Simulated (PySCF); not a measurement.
ClSi, SMILES Cl[Si] (connectivity only; charge and spin as stated), charge +1, multiplicity 1. Heavy atoms are numbered as in [Si:1][Cl:2].

The structure is a stationary point at PBE-D3(BJ)/def2-TZVPD.

The numbers are results of PySCF with B3LYP/pcSseg-2, not measurements.

GIAO shieldings, no solvent; atoms alike by connectivity are averaged. δ = σ(ref) − σ: ²⁹Si against TMS (σ = 325.2 ppm); ³⁵Cl against HCl (σ = 930.0 ppm), references at their B3LYP-D3(BJ)/def2-TZVP geometries, non-relativistic (without spin–orbit terms, shifts of atoms bonded to Cl or Br come out too high).

Estimate the chemical shifts. (The exact figures need the calculation; the answer reports its results.)


```tsv
nucleus	atoms	count	δ (ppm)
²⁹Si	Si1	1	186.1
³⁵Cl	Cl2	1	789.3
```
